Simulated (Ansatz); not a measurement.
`[OH][Ga]([F])[CH2]Br` from Hartree–Fock to CCSD(T)

Z-matrix (Å, degrees):
```
C
Br 1 1.944
Ga 1 1.959 2 109.7
H 1 1.088 2 107.2 3 121.7
H 1 1.088 2 107.2 3 -121.7
F 3 1.749 1 119.0 2 -180.0
O 3 1.767 1 127.5 2 0.0
H 7 0.961 3 112.6 1 -0.1
```

The species carries charge 0 and has multiplicity 1. Correlated methods include outer-core shells of Br, Ga, which these sets cover unevenly. Scalar relativity is left out up to krypton. All single points use the PBE0-D4/def2-TZVP geometry. It is one conformer, not always the lowest. Frozen core, restricted reference, Ansatz 0.2.0.

```csv
basis,HF (Eh),MP2 corr.,CCSD corr.,(T),CCSD(T) total
def2-SVP,-4708.92021,?,-0.96412,-0.02436,?
def2-TZVPP,?,?,-1.17169,?,?
def2-QZVPP,-4709.85653,-1.78566,–,–,–
```

Problem. Fill in the withheld values. (Best estimate.)

Solution. Ansatz gave: def2-SVP MP2 corr.: -0.95718; def2-SVP CCSD(T) total: -4709.90869; def2-TZVPP HF (Eh): -4709.75629; def2-TZVPP MP2 corr.: -1.16564; def2-TZVPP (T): -0.04334; def2-TZVPP CCSD(T) total: -4710.97132.
